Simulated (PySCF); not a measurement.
**TDDFT excited states: C4H3F4NO**

Species: C4H3F4NO.
Numbering: `[CH2:1]=[N:2]/[CH:3]=[C:4](/[F:5])[O:6][C:7]([F:8])([F:9])[F:10]` (hydrogens: H11, H12 on C1; H13 on C3)

Level of theory: TDDFT B3LYP/def2-SVPD, vertical, gas phase, core orbitals frozen in the response (PySCF). Geometry: GFN2-xTB, one conformer, isolated molecule. Torsions of this conformer, `[CH2:1]=[N:2]/[CH:3]=[C:4](/[F:5])[O:6][C:7]([F:8])([F:9])[F:10]`: C1–N2–C3–C4 180°, C3–C4–O6–C7 180°, C4–O6–C7–F8 180°.

```json
{"state": "S1", "E (eV)": "4.51", "λ (nm)": "274.7", "ν̃ (cm⁻¹)": "36400", "f": "0.0008", "|μ| (D)": "0.21", "symmetry": "–", "main configurations (H = HOMO, L = LUMO)": "H-1→L (100%)"}
{"state": "S2", "E (eV)": "5.51", "λ (nm)": "225.1", "ν̃ (cm⁻¹)": "44420", "f": "0.548", "|μ| (D)": "5.12", "symmetry": "A′", "main configurations (H = HOMO, L = LUMO)": "H→L (93%)"}
{"state": "S3", "E (eV)": "6.64", "λ (nm)": "186.8", "ν̃ (cm⁻¹)": "53530", "f": "0.0017", "|μ| (D)": "0.26", "symmetry": "–", "main configurations (H = HOMO, L = LUMO)": "H→L+1 (98%)"}
{"state": "S4", "E (eV)": "6.99", "λ (nm)": "177.5", "ν̃ (cm⁻¹)": "56340", "f": "0.0029", "|μ| (D)": "0.33", "symmetry": "A″", "main configurations (H = HOMO, L = LUMO)": "H→L+3 (80%), H-1→L+2 (10%)"}
{"state": "S5", "E (eV)": "7.06", "λ (nm)": "175.7", "ν̃ (cm⁻¹)": "56920", "f": "0.0012", "|μ| (D)": "0.21", "symmetry": "–", "main configurations (H = HOMO, L = LUMO)": "H-1→L+2 (89%), H→L+3 (10%)"}
{"state": "S6", "E (eV)": "7.22", "λ (nm)": "171.7", "ν̃ (cm⁻¹)": "58240", "f": "0.116", "|μ| (D)": "2.06", "symmetry": "A′", "main configurations (H = HOMO, L = LUMO)": "H-1→L+1 (52%), H→L+2 (40%)"}
{"state": "S7", "E (eV)": "7.33", "λ (nm)": "169.2", "ν̃ (cm⁻¹)": "59110", "f": "0.126", "|μ| (D)": "2.13", "symmetry": "A′", "main configurations (H = HOMO, L = LUMO)": "H→L+2 (45%), H-1→L+1 (38%)"}
{"state": "S8", "E (eV)": "7.58", "λ (nm)": "163.6", "ν̃ (cm⁻¹)": "61120", "f": "0.012", "|μ| (D)": "0.65", "symmetry": "A″", "main configurations (H = HOMO, L = LUMO)": "H→L+4 (82%), H→L+5 (10%)"}
```

Triplets (Tamm–Dancoff): T1 3.25 eV, H→L (95%); T2 3.96 eV, H-1→L (95%); T3 5.47 eV, H→L+2 (77%), H-2→L (18%).

The lowest singlet comes at 275 nm (435 kJ/mol) in the ultraviolet; it is very weak; its leading configuration is HOMO-1→LUMO (100%). The most intense listed level is S2 at 5.51 eV (225 nm, f = 0.548), 0.99 eV above S1. Löwdin shares by element: HOMO carbon 64% or more, nitrogen 12% (atoms not listed hold the other 24%); LUMO carbon 57% or more, nitrogen 22% (atoms not listed hold the other 21%). Of the 8 states listed, 4 reach f = 0.01 and none stays under 0.0005. The oscillator strengths of these states sum to 0.808; summed over the whole spectrum of an exact calculation they would give the number of electrons, 78 (Thomas–Reiche–Kuhn). Orbital energies (eV): HOMO-3 -11.73, HOMO-2 -10.81, HOMO-1 -7.78, HOMO -7.23, LUMO -1.78, LUMO+1 0.32, LUMO+2 0.60. No computed singlet lies in the visible range (380 to 750 nm); the lowest, at 275 nm, stands 1.25 eV above its violet end (3.26 eV); a Tamm–Dancoff triplet lies at 382 nm, without intensity as long as spin–orbit coupling is left out. Symmetry labels in Cs follow from the direction of the transition dipole and are given only for states with f of 0.002 or more. The window holds the lowest 8 singlets.
